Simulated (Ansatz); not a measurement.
CH6BNO can be A, `CNBO`, or B, `BOCN`.

Gas-phase electronic energies from Ansatz, PBE0-D4/def2-TZVP geometries. CCSD(T)/CBS is the MP2 limit (def2-TZVPP, def2-QZVPP) plus CCSD(T) − MP2 in def2-TZVPP, frozen cores. DFT in def2-TZVPP. B3LYP here is the variant with VWN-RPA as its local correlation; programs differ in this. Each species was taken in one conformer, which may not be the lowest.

**Question.** Which is lower in electronic energy at CCSD(T)/CBS, and by how much? (Estimate.)

**Answer.** The calculation gave: A, by 172.8 kJ/mol.

**Question.** Give E(B) − E(A) in kJ/mol with HF/def2-TZVPP, MP2/def2-TZVPP, CCSD(T)/def2-SVP, B3LYP, LDA (SPW92), ωB97M-V, CCSD(T)/def2-TZVPP. (Estimate.)

**Answer.** Computed: HF/def2-TZVPP 168.4, MP2/def2-TZVPP 176.1, CCSD(T)/def2-SVP 171.7, B3LYP 170.6, LDA (SPW92) 175.9, ωB97M-V 171.8, CCSD(T)/def2-TZVPP 170.3. None reverses the order clearly.

**Question.** Does the order hold for the free energy at 298.15 K (harmonic terms from PBE0-D4)? (Best estimate.)

**Answer.** Ansatz gave: Yes: G(B) − G(A) = +169.0 kJ/mol, for one conformer each.

Largest T1 diagnostic: 0.013.

From BLYP to BHLYP (50 % exact exchange), in def2-TZVPP and without D4, E(B) − E(A) moves by +6.8 kJ/mol. Leaving LDA and LC-ωPBE aside and taking each functional with its dispersion term where it has one, the values, not all of them listed here, spread over 10.6 kJ/mol, from BLYP-D4 to r2SCAN0-D4. LDA lies +6.2 kJ/mol from PBE without D4.
